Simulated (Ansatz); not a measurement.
Stepwise reaction of `[F][Sn]([F])([Cl])[Br]` with hydrogen, as a gas-phase model of exchange steps in deposition or etching. ΔE in kJ/mol; ΔG adds harmonic PBE0-D4 terms to CCSD(T)/CBS, at 1 bar.

Computed with Ansatz on PBE0-D4/def2-TZVP structures; ΔE is electronic, products minus reactants. CCSD(T)/CBS is the MP2 limit (def2-TZVPP, def2-QZVPP) plus CCSD(T) − MP2 in def2-TZVPP, frozen cores. This one scheme is used for every species. DFT in def2-TZVPP. B3LYP here is the variant with VWN-RPA as its local correlation; programs differ in this. Elements past krypton have def2 core potentials. For Br, Sn outer-core shells are correlated without core-valence functions, which leaves a few kJ/mol of doubt a bond. Scalar relativity is left out up to krypton.

```
step                                                    reaction  PBE-D4  B3LYP-D4  ωB97M-V  CCSD(T)/CBS  ΔG(600 K)
   1  `[F][Sn]([F])([Cl])[Br]` + H₂ → `[F][SnH]([Cl])[Br]` + H–F    21.5      22.0     18.7         18.7       16.1
   2          `[F][SnH]([Cl])[Br]` + H₂ → `[Cl][SnH2][Br]` + H–F    35.8      36.6     32.4         31.7       29.6
```

Question: By hand: ΔE of the 2 steps together at CCSD(T)/CBS.

Answer: (18.7) + (31.7) = 50.4 kJ/mol, or 25.2 kJ/mol a step.

In ΔE each step is higher than the one before. All are uphill at CCSD(T)/CBS. ΔG lies between 16.1 and 29.6 kJ/mol a step. PBE-D4 differs from CCSD(T)/CBS by 2.8 to 4.1 kJ/mol a step. Isolated molecules leave out the surface, adducts and barriers. Largest T1 diagnostic: 0.012.
